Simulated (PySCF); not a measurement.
# Spin states and ions at one geometry of [Pb(CH3)2]2+

PySCF 2.14.0, RKS TPSS, Pb def2-SVP with ECP60, C def2-SVP, H def2-SVP; non-relativistic Hamiltonian with scalar-relativistic core potentials where named; density fitting; no spin-orbit coupling; singlets restricted, open shells unrestricted. The geometry is relaxed for charge +2, singlet, vacuum:

```xyz
9

Pb    0.0000    0.0000    0.7789
C     2.2933    0.0000    0.7761
H     2.5449    0.0000   -0.3007
H     2.5484    0.9320    1.3133
H     2.5484   -0.9320    1.3133
C    -2.2933    0.0000    0.7761
H    -2.5449    0.0000   -0.3007
H    -2.5484   -0.9320    1.3133
H    -2.5484    0.9320    1.3133
```

Energies count from the relaxed state; an electron taken off or put on is at rest in vacuum. Charges and spins are Mulliken's.

| state | energy (eV) | spin squared | charge on Pb1 (e) | spin on Pb1 (e) | dipole about the centre of mass (D) |
| --- | --- | --- | --- | --- | --- |
| charge +2, singlet, vacuum | 0.00 | 0.00 | 1.22 | 0.00 | 0.01 |
| charge +2, triplet, vacuum | 3.14 | 2.01 | 1.31 | 0.45 | 0.02 |
| charge +3, doublet, vacuum | 21.52 | 0.75 | 1.52 | 0.27 | 0.02 |

Question: What does the state charge +1, doublet, vacuum give?

Answer: energy (eV) -11.60, spin squared 0.75, charge on Pb1 (e) 0.49, spin on Pb1 (e) 1.03, dipole about the centre of mass (D) 0.04.

With an electron taken off (doublet) the charges change, summed by element, by Pb +0.31 e, C +0.25 e, H +0.44 e. The vertical ionisation energy is 21.52 eV, against −ε(HOMO) = 18.48 eV of the relaxed state. The level lies 3.0 eV too high, as is usual for semilocal functionals and global hybrids, which keep a self-interaction error.

With an electron put on (doublet) the charges change, summed by element, by Pb -0.72 e, C +0.02 e, H -0.30 e. The vertical electron affinity is 11.60 eV, against −ε(LUMO) = 14.42 eV of the relaxed state.

Open shells may have lower solutions than those found.

No frequency check is given that shows the relaxed geometry to be a minimum.
